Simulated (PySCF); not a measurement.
Isomers of C4H5Cl2F, one GFN2-xTB conformer each. Single-point energies are computed at PBE0/pcSseg-1 (PySCF, gas phase, no added dispersion term), electronic only.

```json
{"SMILES": "FC/C=C/C(Cl)Cl", "GFN2-xTB relative energy (kcal/mol)": "0.0"}
{"SMILES": "FC/C=C\\C(Cl)Cl", "GFN2-xTB relative energy (kcal/mol)": "0.8"}
```

Conformers: `[F:1][CH2:2]/[CH:3]=[CH:4]/[CH:5]([Cl:6])[Cl:7]` with F1–C2–C3–C4 0°, C3–C4–C5–Cl6 -120°; `[F:1][CH2:2]/[CH:3]=[CH:4]\[CH:5]([Cl:6])[Cl:7]` with F1–C2–C3–C4 174°, C3–C4–C5–Cl6 58°.

Question: What does PBE0/pcSseg-1 give for the same structures?

Answer: 
```tsv
SMILES	PBE0/pcSseg-1 E (Eh)	PBE0/pcSseg-1 (kcal/mol)	GFN2-xTB (kcal/mol)	point group
FC/C=C/C(Cl)Cl	-1174.99571	0.0	0.0	Cs
FC/C=C\C(Cl)Cl	-1174.98691	5.5	0.8	near Cs
```

Both levels put the same isomer lowest. FC/C=C/C(Cl)Cl and FC/C=C\C(Cl)Cl are stereoisomers, 5.5 kcal/mol apart in the conformers taken.

Question: Which frontier levels, dipoles and rotational constants go with these structures?

Answer: 
```
        SMILES  HOMO (eV, PBE0/pcSseg-1)  LUMO (eV)  dipole (D)       A, B, C (MHz)
FC/C=C/C(Cl)Cl                     -8.03      -0.77        3.49  2664, 830.6, 704.1
FC/C=C\C(Cl)Cl                     -8.01      -1.27        2.20   2256, 1120, 959.7
```
